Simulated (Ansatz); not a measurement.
```xyz
12

C    -0.1323    0.8670   -1.4962
N    -0.4751    0.0459   -0.3540
C     0.6709   -0.3373    0.4284
As    0.2355   -1.3442    2.0681
H    -1.0425    1.1679   -2.0188
H     0.4732    0.2842   -2.1958
H     0.4382    1.7749   -1.2392
H    -1.1515    0.5189    0.2311
H     1.3010    0.5108    0.7501
H     1.3136   -0.9929   -0.1683
H    -0.7721   -0.3166    2.5773
H    -0.8589   -2.1785    1.4175
```

Charge 0, multiplicity 1.

**Question.** List the r2SCAN/def2-TZVPP orbital energies in eV (Ansatz). (Best estimate.)

**Answer.** Ansatz gave: Occupied: -11571.31, -1459.24, -1302.91, -1302.90, -1302.87, -385.16, -273.99, -273.54, -188.19, -134.77, -134.77, -134.63, -41.63, -41.62, -41.52, -41.52, -41.46, -23.87, -18.60, -16.64, -15.25, -12.41, -11.46, -11.17, -10.13, -9.35, -8.73, -8.25, -6.50, -5.45. Lowest empty: -0.06, 0.39, 1.25, 1.45, 2.08, 2.67, 2.95, 3.53.
